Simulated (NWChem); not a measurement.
System: SnN$_{2}$H$_{5}$F; SMILES [NH2][SnH]([F])[NH2]

Here is an NWChem input.

```
start job
memory heap 200 mb stack 900 mb global 1100 mb
geometry units angstroms noautoz
  Sn    -0.006706     0.068343     0.327941
  N     -1.778992    -0.669337    -0.302825
  N      0.323113     1.797165    -0.663903
  F      1.441467    -1.148001    -0.171493
  H      0.076360     0.203620     2.023705
  H     -2.162476    -1.388028     0.307587
  H     -1.748881    -1.048685    -1.247352
  H     -0.189844     1.842086    -1.542479
  H      1.306648     1.967726    -0.864974
end
basis spherical
  Sn library def2-svp
  N library def2-svp
  F library def2-svp
  H library def2-svp
end
ecp
  Sn library def2-ecp
end
dft
  xc b3lyp
  iterations 150
  mulliken
end
task dft gradient
```

Excerpt of the output:

```
             Northwest Computational Chemistry Package (NWChem) 7.3.0
             --------------------------------------------------------

 C1  symmetry detected

                             Geometry "geometry" -> ""
                             -------------------------

 Output coordinates in angstroms (scale by  1.889725989 to convert to a.u.)

  No.       Tag          Charge          X              Y              Z
 ---- ---------------- ---------- -------------- -------------- --------------
    1 Sn                  50.0000    -0.00747677     0.00349300     0.24372509
    2 N                    7.0000    -0.50103415     1.81389055    -0.50587282
    3 N                    7.0000     1.84317027    -0.45134804    -0.42678648
    4 F                    9.0000    -1.21119980    -1.36599660    -0.46456947
    5 H                    1.0000    -0.17981742    -0.06982901     1.93657415
    6 H                    1.0000    -1.28876896     2.25095458    -0.03192299
    7 H                    1.0000    -0.70870333     1.79873403    -1.50266098
    8 H                    1.0000     2.07704805     0.04784789    -1.28302428
    9 H                    1.0000     1.97992523    -1.44618585    -0.59548005

 Effective nuclear repulsion energy (a.u.)     419.8038481403

                                 NWChem DFT Module
                                 -----------------

 Summary of "ao basis" -> "ao basis" (spherical)
 ------------------------------------------------------------------------------
       Tag                 Description            Shells   Functions and Types
 ---------------- ------------------------------  ------  ---------------------
 Sn                         def2-svp                10       26   4s4p2d
 N                          def2-svp                 6       14   3s2p1d
 F                          def2-svp                 6       14   3s2p1d
 H                          def2-svp                 3        5   2s1p

            General Information
            -------------------
          SCF calculation type: DFT
          Wavefunction type:  closed shell.
          No. of atoms     :     9
          No. of electrons :    50
           Alpha electrons :    25
            Beta electrons :    25
          Charge           :     0
          Spin multiplicity:     1
          Use of symmetry is: off; symmetry adaption is: off
          Maximum number of iterations: 150
          AO basis - number of functions:    93
                     number of shells:    43
          Convergence on energy requested:  1.00D-06
          Convergence on density requested:  1.00D-05
          Convergence on gradient requested:  5.00D-04

              XC Information
              --------------
                         B3LYP Method XC Potential
                     Hartree-Fock (Exact) Exchange  0.200
                        Slater Exchange Functional  0.800 local
                    Becke 1988 Exchange Functional  0.720 non-local
              Lee-Yang-Parr Correlation Functional  0.810
                  VWN I RPA Correlation Functional  0.190 local

             Grid Information
             ----------------
          Grid used for XC integration:  medium
          Radial quadrature: Mura-Knowles
          Angular quadrature: Lebedev.
          Tag              B.-S. Rad. Rad. Pts. Rad. Cut. Ang. Pts.
          ---              ---------- --------- --------- ---------
          Sn                  1.45      123           9.0       590
          N                   0.65       49          11.0       434
          F                   0.50       49          10.0       434
          H                   0.35       45          12.0       434
          Grid pruning is: on
          Number of quadrature shells:   495
          Spatial weights used:  Erf1

      Superposition of Atomic Density Guess
      -------------------------------------

 Sum of atomic energies:        -459.37301260

      Non-variational initial energy
      ------------------------------

 Total energy =    -424.541572
 1-e energy   =   -1097.747626
 2-e energy   =     455.771883
 HOMO         =      -0.349447
 LUMO         =      -0.010943

     ---------------------------------------------
      Total Density - Mulliken Population Analysis
     ---------------------------------------------

    Atom       Charge   Shell Charges
 -----------   ------   -------------------------------------------------------
    1 Sn  22    20.45   1.60  0.42  0.83  0.23  3.26  2.74  0.85  0.37  9.77  0.39
    2 N    7     7.85   1.99  1.05  0.50  2.53  1.78  0.01
    3 N    7     7.85   1.99  1.05  0.50  2.52  1.78  0.01
    4 F    9     9.74   1.99  1.15  0.81  3.56  2.23  0.00
    5 H    1     1.05   0.62  0.43  0.01
    6 H    1     0.76   0.60  0.12  0.04
    7 H    1     0.76   0.60  0.12  0.04
    8 H    1     0.76   0.60  0.12  0.04
    9 H    1     0.76   0.59  0.12  0.04

   convergence    iter        energy       DeltaE   RMS-Dens  Diis-err
 ---------------- ----- ----------------- --------- --------- ---------
 d= 0,ls=0.0,diis     1   -426.4705640968 -6.44D+02  2.01D-02  8.73D-01
 d= 0,ls=0.0,diis     2   -426.3326449181  1.38D-01  1.11D-02  2.61D+00
 d= 0,ls=0.0,diis     3   -426.5774300429 -2.45D-01  2.05D-03  3.60D-02
 d= 0,ls=0.0,diis     4   -426.5780321985 -6.02D-04  1.07D-03  2.61D-02
 d= 0,ls=0.0,diis     5   -426.5808240996 -2.79D-03  1.30D-04  2.73D-04
  Resetting Diis
 d= 0,ls=0.0,diis     6   -426.5808530932 -2.90D-05  2.61D-05  4.14D-06
 d= 0,ls=0.0,diis     7   -426.5808535335 -4.40D-07  1.18D-05  3.25D-07
 d= 0,ls=0.0,diis     8   -426.5808535480 -1.45D-08  5.15D-06  2.31D-07

         Total DFT energy =     -426.580853548003
      One electron energy =    -1101.428755960750
           Coulomb energy =      501.786713544894
    Exchange-Corr. energy =      -44.372981535977
 Nuclear repulsion energy =      217.434170403830

 Numeric. integr. density =       49.999978373394

                       DFT Final Molecular Orbital Analysis
                       ------------------------------------

 Vector   23  Occ=2.000000D+00  E=-3.318793D-01
              MO Center= -5.4D-01, -6.4D-01,  2.8D-01, r^2= 3.2D+00
   Bfn.  Coefficient  Atom+Function         Bfn.  Coefficient  Atom+Function
  ----- ------------  ---------------      ----- ------------  ---------------
    60      0.467273  4 F  pz                63     -0.334661  4 F  pz
    69      0.282406  5 H  s                 70      0.269155  5 H  s
    13      0.195084  1 Sn pz                19     -0.134757  1 Sn d  0
    44     -0.116171  3 N  px                58     -0.106952  4 F  px
    46      0.103351  3 N  pz                43     -0.102525  3 N  s

 Vector   24  Occ=2.000000D+00  E=-2.708109D-01
              MO Center=  1.5D-01,  9.4D-01, -4.3D-01, r^2= 3.6D+00
   Bfn.  Coefficient  Atom+Function         Bfn.  Coefficient  Atom+Function
  ----- ------------  ---------------      ----- ------------  ---------------
    30      0.341549  2 N  px                31      0.272943  2 N  py
    33     -0.270328  2 N  px                34     -0.232608  2 N  py
    44      0.225937  3 N  px                47     -0.184817  3 N  px
    46      0.171144  3 N  pz                59      0.166577  4 F  py
    29     -0.150942  2 N  s                 49     -0.139709  3 N  pz

 Vector   25  Occ=2.000000D+00  E=-2.602769D-01
              MO Center=  1.1D+00,  2.6D-01, -3.8D-01, r^2= 3.4D+00
   Bfn.  Coefficient  Atom+Function         Bfn.  Coefficient  Atom+Function
  ----- ------------  ---------------      ----- ------------  ---------------
    44      0.328519  3 N  px                46      0.293708  3 N  pz
    47     -0.277747  3 N  px                31     -0.255323  2 N  py
    49     -0.238233  3 N  pz                34      0.214752  2 N  py
    30     -0.195902  2 N  px                33      0.174084  2 N  px
    43     -0.157571  3 N  s                 42     -0.123067  3 N  s

 Vector   26  Occ=0.000000D+00  E=-1.976294D-02
              MO Center=  2.7D-02,  7.0D-02, -3.7D-02, r^2= 4.9D+00
   Bfn.  Coefficient  Atom+Function         Bfn.  Coefficient  Atom+Function
  ----- ------------  ---------------      ----- ------------  ---------------
     4      0.809337  1 Sn s                  3      0.596910  1 Sn s
    29     -0.584612  2 N  s                 43     -0.576778  3 N  s
    70     -0.555184  5 H  s                 80      0.261751  7 H  s
    85      0.261819  8 H  s                  2     -0.244440  1 Sn s
    75      0.243096  6 H  s                 47      0.232717  3 N  px

 Vector   27  Occ=0.000000D+00  E= 2.073287D-02
              MO Center= -1.9D-01,  2.7D-01,  2.5D-01, r^2= 5.9D+00
   Bfn.  Coefficient  Atom+Function         Bfn.  Coefficient  Atom+Function
  ----- ------------  ---------------      ----- ------------  ---------------
    29     -0.875424  2 N  s                 15      0.853918  1 Sn py
    43      0.404473  3 N  s                 75      0.330505  6 H  s
    14     -0.307229  1 Sn px                80      0.299558  7 H  s
    12      0.287114  1 Sn py                85     -0.229038  8 H  s
    28     -0.164365  2 N  s                 57      0.145453  4 F  s

 Vector   28  Occ=0.000000D+00  E= 3.043584D-02
              MO Center=  2.7D-01,  9.1D-02,  2.6D-01, r^2= 5.2D+00
   Bfn.  Coefficient  Atom+Function         Bfn.  Coefficient  Atom+Function
  ----- ------------  ---------------      ----- ------------  ---------------
    14      0.820539  1 Sn px                43     -0.763287  3 N  s
    90      0.338238  9 H  s                 11      0.312585  1 Sn px
    15      0.282936  1 Sn py                57      0.265588  4 F  s
    85      0.236236  8 H  s                 29     -0.165313  2 N  s
    42     -0.158628  3 N  s                 33     -0.156691  2 N  px

     ---------------------------------------------
      Total Density - Mulliken Population Analysis
     ---------------------------------------------

    Atom       Charge   Shell Charges
 -----------   ------   -------------------------------------------------------
    1 Sn  22    21.14   1.60  0.42  1.02  0.09  3.25  2.76  1.26  0.44  9.73  0.56
    2 N    7     7.41   1.99  1.00  0.48  2.40  1.53  0.01
    3 N    7     7.40   1.99  1.00  0.48  2.40  1.52  0.01
    4 F    9     9.44   1.99  1.12  0.84  3.32  2.17  0.00
    5 H    1     1.10   0.69  0.40  0.01
    6 H    1     0.88   0.71  0.12  0.05
    7 H    1     0.87   0.71  0.12  0.05
    8 H    1     0.88   0.71  0.12  0.05
    9 H    1     0.87   0.71  0.12  0.05

     -------------------------------------------
      Total Density - Lowdin Population Analysis
     -------------------------------------------

    Atom       Charge   Shell Charges
 -----------   ------   -------------------------------------------------------
    1 Sn  22    21.29   1.17  0.76  0.69  0.35  3.01  2.85  1.26  0.67  9.48  1.05
    2 N    7     7.27   1.97  0.74  0.48  2.21  1.85  0.03
    3 N    7     7.27   1.97  0.74  0.48  2.20  1.85  0.03
    4 F    9     9.35   1.98  1.03  0.82  3.21  2.31  0.00
    5 H    1     1.09   0.60  0.46  0.03
    6 H    1     0.93   0.60  0.21  0.13
    7 H    1     0.93   0.60  0.21  0.13
    8 H    1     0.93   0.60  0.21  0.13
    9 H    1     0.93   0.59  0.21  0.13

     Multipole analysis of the density
     ---------------------------------

     L   x y z        total         alpha         beta         nuclear
     -   - - -        -----         -----         ----         -------
     0   0 0 0      0.000000    -25.000000    -25.000000     50.000000

     1   1 0 0      0.106981     -0.144316     -0.144316      0.395613
     1   0 1 0      0.487260      0.336042      0.336042     -0.184823
     1   0 0 1     -0.158053      6.369004      6.369004    -12.896062

     2   2 0 0    -33.202008   -104.399566   -104.399566    175.597124
     2   1 1 0     -5.283751      4.897317      4.897317    -15.078384
     2   1 0 1     -2.428154      1.989583      1.989583     -6.407321
     2   0 2 0    -32.877276   -108.665028   -108.665028    184.452779
     2   0 1 1     -1.041137      2.077091      2.077091     -5.195319
     2   0 0 2    -29.114541    -40.136304    -40.136304     51.158067

            General Information
            -------------------
          SCF calculation type: DFT
          Wavefunction type:  closed shell.
          No. of atoms     :     9
          No. of electrons :    50
           Alpha electrons :    25
            Beta electrons :    25
          Charge           :     0
          Spin multiplicity:     1
          Use of symmetry is: off; symmetry adaption is: off
          Maximum number of iterations: 150
          AO basis - number of functions:    93
                     number of shells:    43
          Convergence on energy requested:  1.00D-06
          Convergence on density requested:  1.00D-05
          Convergence on gradient requested:  5.00D-04

              XC Information
              --------------
                         B3LYP Method XC Potential
                     Hartree-Fock (Exact) Exchange  0.200
                        Slater Exchange Functional  0.800 local
                    Becke 1988 Exchange Functional  0.720 non-local
              Lee-Yang-Parr Correlation Functional  0.810
                  VWN I RPA Correlation Functional  0.190 local

             Grid Information
             ----------------
          Grid used for XC integration:  medium
          Radial quadrature: Mura-Knowles
          Angular quadrature: Lebedev.
          Tag              B.-S. Rad. Rad. Pts. Rad. Cut. Ang. Pts.
          ---              ---------- --------- --------- ---------
          Sn                  1.45      123           9.0       590
          N                   0.65       49          11.0       434
          F                   0.50       49          10.0       434
          H                   0.35       45          12.0       434
          Grid pruning is: on
          Number of quadrature shells:   495
          Spatial weights used:  Erf1

          Convergence Information
          -----------------------
          Convergence aids based upon iterative change in
          total energy or number of iterations.
          Levelshifting, if invoked, occurs when the
          HOMO/LUMO gap drops below (HL_TOL):  1.00D-02
          DIIS, if invoked, will attempt to extrapolate
          using up to (NFOCK): 10 stored Fock matrices.

                    Damping( 0%)  Levelshifting(0.5)       DIIS
                  --------------- ------------------- ---------------
          dE  on:    start            ASAP                start
          dE off:    2 iters        150 iters           150 iters

                            NWChem DFT Gradient Module
                            --------------------------

  charge          =   0.00
  wavefunction    = closed shell

                         DFT ENERGY GRADIENTS

    atom               coordinates                        gradient
                 x          y          z           x          y          z
   1 Sn     -0.014129   0.006601   0.460574    0.001026   0.000783  -0.003356
   2 N      -0.946817   3.427756  -0.955961   -0.000211  -0.003990   0.000926
   3 N       3.483087  -0.852924  -0.806510   -0.004147   0.000389   0.000118
   4 F      -2.288836  -2.581359  -0.877909    0.002704   0.003103   0.001488
   5 H      -0.339806  -0.131958   3.659595    0.000080  -0.000034  -0.001833
   6 H      -2.435420   4.253687  -0.060326    0.001266  -0.000947  -0.000663
   7 H      -1.339255   3.399114  -2.839618    0.000339  -0.000160   0.001624
   8 H       3.925052   0.090419  -2.424564   -0.000583  -0.000727   0.001421
   9 H       3.741516  -2.732895  -1.125294   -0.000476   0.001582   0.000276
```

Level: B3LYP/def2-SVP with def2 effective core potentials on Sn. All runs use the structure optimised with PBE0/def2-SVP. B3LYP is NWChem's, with the RPA form of VWN correlation. def2 effective core potentials on Sn; no spin-orbit coupling.
